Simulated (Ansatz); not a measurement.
Calculation: frozen-core CCSD(T)/cc-pVTZ // PBE0-D3(BJ)/def2-TZVP (Ansatz, a first-principles code).

Ansatz 0.2 input:
```yaml
crystal:
  periodic: [false, false, false]
  atoms:
    - { symbol: F, position_ang: [-0.954191, -0.97238, -0.075489] }
    - { symbol: B, position_ang: [-0.09601, 0.01621, -0.132248] }
    - { symbol: F, position_ang: [-0.482142, 1.21491, 0.229736] }
    - { symbol: Cl, position_ang: [1.53234, -0.258741, -0.680256] }
basis:
  gaussian: { orbitals: cc-pVTZ }
correlation:
  method: ccsd_t
```

Output:

```
Functional definition: HF
770 factors; integrals over basis functions are off by at most 9.9e-4 eV
mean field evaluation 1: about -18592.5800 eV, gradient 3.3e1 eV
mean field evaluation 2: about -18592.7080 eV, gradient 3.4e1 eV
mean field evaluation 4: about -18594.6608 eV, gradient 2.0e0 eV
mean field evaluation 8: about -18594.6824 eV, gradient 1.4e-1 eV
mean field evaluation 16: about -18593.9572 eV, gradient 2.0e1 eV
mean field -18594.68250661 eV, -683.3419781893 hartree, gradient 2.8e-6 eV, S^2 0.000000; 0 other end points of the search recorded, 0 dependent functions left out
8 core orbitals not correlated
reference -18594.68250661 eV, -683.3419781893 hartree; 12, 12 occupied and 104, 104 virtual orbitals, 770 factors
second order -21.18658570 eV of doubles, -0.00000000 eV of singles
cycle   1  -21.13386882 eV  change    5.3e-2 eV  update   8.7e-2
cycle   2  -21.52652985 eV  change   -3.9e-1 eV  update   2.4e-2
cycle   3  -21.61556949 eV  change   -8.9e-2 eV  update   1.2e-2
cycle   4  -21.60028881 eV  change    1.5e-2 eV  update   2.8e-3
cycle   5  -21.59875635 eV  change    1.5e-3 eV  update   1.1e-3
cycle   6  -21.59937445 eV  change   -6.2e-4 eV  update   2.8e-4
cycle   7  -21.59913989 eV  change    2.3e-4 eV  update   7.4e-5
cycle   8  -21.59912735 eV  change    1.3e-5 eV  update   1.6e-5
perturbative correction -0.72827452 eV, -0.0267635950 hartree
Total energy: -18617.00990847 eV, -684.1624950738 hartree
```

Cost: very roughly 9 core-seconds.
